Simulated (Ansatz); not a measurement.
Species: H₄B₂N₂, SMILES `B=NBN` (charge 0, multiplicity 1).

Problem. Give a relaxed geometry from PBE0-D4/def2-TZVP (Ansatz, a program for electronic structure).

Solution. Several could match; the one computed here: the end point of this relaxation, one of several conformers (outside a Z-matrix the atoms follow the SMILES, hydrogens last).
Cartesian coordinates (Å) in one orientation:
```xyz
8

B      2.056    -0.022     0.798
N      0.907    -0.195     0.351
B     -0.382    -0.460    -0.191
N     -1.438     0.432     0.000
H      3.136     0.146     1.221
H     -0.582    -1.460    -0.824
H     -2.357     0.270    -0.371
H     -1.341     1.288     0.519
```
